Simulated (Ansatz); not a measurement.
Consider the formal exchange of groups at the Si–Si bond: `O[SiH2][Si](F)(Cl)Cl` + `OCO` → `O[SiH2]C(O)O` + `F[SiH](Cl)Cl`.

Gas-phase electronic energies from Ansatz, PBE0-D4/def2-TZVP geometries. CCSD(T)/CBS adds triple-zeta CCSD(T) − MP2 to the extrapolated MP2 energy (def2 sets, frozen cores). This one scheme is used for every species. Functionals use def2-TZVPP. B3LYP here is the variant with VWN-RPA as its local correlation; programs differ in this. Each species was taken in one conformer, which may not be the lowest.

`O[SiH2][Si](F)(Cl)Cl`:

```xyz
9

O    -0.651    1.846    0.358
Si    0.523    0.696    0.428
Si   -0.346   -1.198   -0.627
F    -0.652   -0.945   -2.164
Cl    1.041   -2.693   -0.529
Cl   -2.076   -1.841    0.233
H    -0.482    2.704    0.750
H     1.769    1.108   -0.274
H     0.876    0.322    1.825
```

`OCO`:

```xyz
7

O     1.039    0.505    0.389
C    -0.143   -0.235    0.305
O    -0.788   -0.092   -0.925
H     1.641    0.179   -0.288
H    -0.762    0.116    1.136
H     0.038   -1.309    0.412
H    -1.025    0.835   -1.029
```

`O[SiH2]C(O)O`:

```xyz
11

O    -1.301   -1.436    0.249
Si   -0.509   -0.584   -0.925
C     0.696    0.574   -0.015
O    -0.120    1.497    0.673
O     1.522   -0.150    0.864
H    -1.898   -0.927    0.801
H    -1.442    0.195   -1.781
H     0.240   -1.580   -1.724
H     1.392    1.093   -0.686
H     0.452    2.081    1.183
H     0.968   -0.763    1.361
```

`F[SiH](Cl)Cl`:

Cartesian coordinates in Å:
```
F -0.317 0.868 -1.330
Si 0.096 0.034 -0.052
Cl -0.661 -1.833 -0.236
Cl -0.678 0.945 1.581
H 1.560 -0.014 0.036
```

```json
{"species": "`O[SiH2][Si](F)(Cl)Cl`", "B3LYP energy (Eh)": "-1676.67304"}
{"species": "`OCO`", "B3LYP energy (Eh)": "-191.04167"}
{"species": "`O[SiH2]C(O)O`", "B3LYP energy (Eh)": "-557.06931"}
{"species": "`F[SiH](Cl)Cl`", "B3LYP energy (Eh)": "-1310.64086"}
```

(1) Work out ΔE.

Largest T1 diagnostic among the species: 0.012.

Results:

(1) ΔE = (-557.06931) + (-1310.64086) − (-1676.67304) − (-191.04167) = 0.00454 Eh = +0.12 eV. CCSD(T)/CBS gives +0.09 eV.

In def2-TZVPP, CCSD(T) changes the Hartree–Fock value by −0.03 eV (the triples alone add −0.00 eV) and MP2 by −0.06 eV.
